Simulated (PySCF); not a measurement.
AlCl2F. Atoms are numbered in the order given.

```xyz
4

Al     0.0000     0.0000    -0.3478
F      0.0000     0.0000    -1.9980
Cl     0.0000     1.8092     0.6619
Cl     0.0000    -1.8092     0.6619
```

Geometry: PBE0-D3(BJ)/def2-SVP.

Method: TDDFT-LC-ωPBE/def2-SVPD in PySCF.

Vertical excitations.  State labels are in the subgroup C2v.

| state | symmetry | energy (eV) | λ (nm) | f | main pairs |
|---|---|---|---|---|---|
| S1 | B2 | 7.60 | 163 | 0.019 | HOMO→LUMO 85 % |
| S2 | A2 | 7.80 | 159 | 0.000 | HOMO−1→LUMO 84 % |
| S3 | A2 | 8.03 | 154 | 0.000 | HOMO→LUMO+1 96 % |
| S4 | A1 | 8.20 | 151 | 0.066 | HOMO−2→LUMO 82 % |
| S5 | B1 | 8.24 | 150 | 0.101 | HOMO−3→LUMO 83 % |
| S6 | B1 | 8.58 | 144 | 0.001 | HOMO−2→LUMO+1 94 % |
| S7 | B2 | 8.59 | 144 | 0.017 | HOMO−1→LUMO+1 80 % |
| S8 | A1 | 9.03 | 137 | 0.028 | HOMO−3→LUMO+1 88 % |
| S9 | B2 | 9.29 | 133 | 0.389 | HOMO−4→LUMO 69 % |
| S10 | A2 | 9.43 | 131 | 0.000 | HOMO−4→LUMO+1 96 % |
| T1 | B2 | 7.25 | 171 | 0 | HOMO→LUMO 80 % |
| T2 | A2 | 7.44 | 167 | 0 | HOMO−1→LUMO 79 % |
| T3 | B1 | 7.71 | 161 | 0 | HOMO−3→LUMO 77 %, HOMO−3→LUMO+2 12 % |
| T4 | A1 | 7.76 | 160 | 0 | HOMO−2→LUMO 78 % |
Triplets are in the Tamm–Dancoff approximation, which puts them higher than full response would, so one can lie above its singlet here.
